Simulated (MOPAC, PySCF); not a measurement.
C2H5NO, SMILES `[H]/N=C\OC` (C–O–C–N torsion 0°), neutral singlet in the gas phase. 

Z-matrix (Å, degrees):
```
O
C 1 1.3536
N 2 1.2601 1 130.32
H 3 1.0179 2 113.80 1 -0.01
H 2 1.0869 3 120.69 4 -179.96
C 1 1.4246 2 117.36 5 179.97
H 6 1.0864 1 106.02 2 180.00
H 6 1.0929 7 109.55 1 -119.93
H 6 1.0929 7 109.55 8 -120.15
```
Charge 0, multiplicity 1.

All levels are single points at this geometry (B3LYP-D3(BJ)/def2-TZVP); Pople sets use spherical d functions. Orbital energies aren't observables, and empty levels follow the basis.

```csv
level,HOMO (eV),LUMO (eV),gap (eV),dipole (D),"vertical IE, Delta-SCF (eV)"
B3LYP-D3(BJ)/def2-TZVP in PySCF,-7.79,0.29,8.08,2.57,10.57
PBE-D3(BJ)/def2-TZVP in PySCF,-6.45,-0.55,5.90,2.55,10.21
B3LYP/3-21G in PySCF,-6.92,1.02,7.94,2.68,–
B3LYP/6-311+G** in PySCF,-7.86,-0.09,7.77,2.70,–
B3LYP/6-31G* in PySCF,-7.41,0.80,8.21,2.58,10.22
BP86/6-31G* in PySCF,-6.17,-0.17,6.00,2.58,–
SVWN5/6-31G* in PySCF,-6.14,-0.29,5.85,2.63,–
HF/6-31G* in PySCF,-11.09,5.44,16.54,2.67,–
HF/STO-3G in PySCF,-8.72,8.63,17.35,2.22,–
AM1 in MOPAC,-10.90,1.45,12.34,2.04,–
PM3 in MOPAC,-10.54,1.15,11.69,2.04,–
PM6 in MOPAC,-10.70,0.98,11.67,2.69,–
PM7 in MOPAC,-10.81,0.96,11.78,2.71,–
```
